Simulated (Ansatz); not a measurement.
## A basis-limit estimate, worked out

An elementary step of Si2H8OF2, singlet (Si₂H₆O ([SiH3][O][SiH3]) + HF + HF → Si₂H₅OF ([F][SiH2][O][SiH3]) + HF + H₂; bonds formed: Si1–F8, H2–H9, H7–F10; bonds broken: Si1–H2, H7–F8, H9–F10). “Start” is the structure reached by relaxing down from the saddle towards the reactants; PBE0-D4/def2-TZVP structures. The saddle:

Si1  (-0.021, 0.360, 0.953)
H2  (0.005, -1.135, 0.191)
O3  (-0.980, 0.791, -0.330)
Si4  (-0.955, 1.074, -1.941)
H5  (1.194, 1.163, 0.717)
H6  (-0.990, 0.527, 2.045)
H7  (1.418, -1.571, 1.822)
F8  (1.019, -0.559, 2.264)
H9  (0.651, -1.724, 0.486)
F10  (1.509, -2.393, 1.094)
H11  (0.257, 1.850, -2.315)
H12  (-2.172, 1.837, -2.307)
H13  (-0.937, -0.220, -2.677)
(Å)

Computed with Ansatz 0.2.0 (basis: def2-TZVPP and def2-QZVPP); correlated methods freeze the cores.

Energies in eV:

| quantity | saddle | start |
| --- | --- | --- |
| Hartree–Fock, triple zeta (X = 3) | -23304.49370 | -23306.60272 |
| Hartree–Fock, quadruple zeta (X = 4) | -23305.36608 | -23307.47962 |
| MP2 correlation, X = 3 | -29.19634 | -28.30745 |
| MP2 correlation, X = 4 | -31.66801 | -30.77370 |
| CCSD(T) correlation, X = 3 | -31.21869 | -30.41003 |

Task: Work out the barrier at the basis limit: extrapolate Hartree–Fock as E(X) = E∞ + A exp(−7.88 √X) and the MP2 correlation as E(X) = E∞ + B X^−2.97 (the exponents that Neese and Valeev fitted for def2-TZVPP and QZVPP), then add CCSD(T) − MP2 in triple zeta.

Result: Each step is linear, so take the differences first (saddle − start): Hartree–Fock 2.10902 (X = 3) and 2.11354 (X = 4); MP2 correlation -0.88889 and -0.89431; CCSD(T) correlation -0.80866.
Two points give E∞ = E(4) + w [E(4) − E(3)], with w = 1/(exp(7.88 (2 − √3)) − 1) = 0.1377 for Hartree–Fock and w = 1/((4/3)^2.97 − 1) = 0.7407 for the correlation.
Hartree–Fock: 2.11354 + 0.1377 × 0.00452 = 2.1142 eV.
MP2 correlation: -0.89431 + 0.7407 × (-0.00542) = -0.8983 eV.
CCSD(T) − MP2: -0.80866 − (-0.88889) = 0.0802 eV.
Sum: 2.1142 + (-0.8983) + 0.0802 = 1.2961 eV, or 29.89 kcal/mol. Plain CCSD(T) in triple zeta gives 1.3004 eV, so the larger basis shifts the result by -0.0043 eV.

No T1 diagnostic of these runs exceeds 0.013.

Labels in which every atom is bracketed show which atoms are joined, not bond orders.

For scale, one of the runs: CCSD(T)/def2-TZVPP, 289 basis functions, launched by `ansatz run in.yaml --threads 8 --pin off --events-out ev --progress --plain --max-ram 19148MiB`. Time: 3 min of wall clock on 8 CPU threads of an Arm Neoverse V2; the host was shared. Peak host memory: 9.1 GiB.
